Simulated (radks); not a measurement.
Task: The mean radii <r> (bohr) of the occupied orbitals of an atom or ion are listed with their occupations. All-electron calculation, non-relativistic Kohn-Sham, BLYP, spin-polarised, spherical densities, point nucleus. Program: a radial shooting solver on a logarithmic mesh with Libxc functionals.

| orbital | occ. | <r> |
|---|---|---|
| 1s | 2 | 0.1116 |
| 2s | 2 | 0.5665 |
| 2p | 6 | 0.5317 |

Name the element and its charge. Open shells, if any, are filled with parallel spins first.

Result: Z = 14, silicon, charge +4: Si4+ in [Ne]. The 1s radius gives Z: for a bare nucleus <r> = 1.5/Z, 0.1071 bohr for Z = 14, and screening makes it slightly larger (0.1116 here). The occupations add up to 10, and the charge is Z minus that.
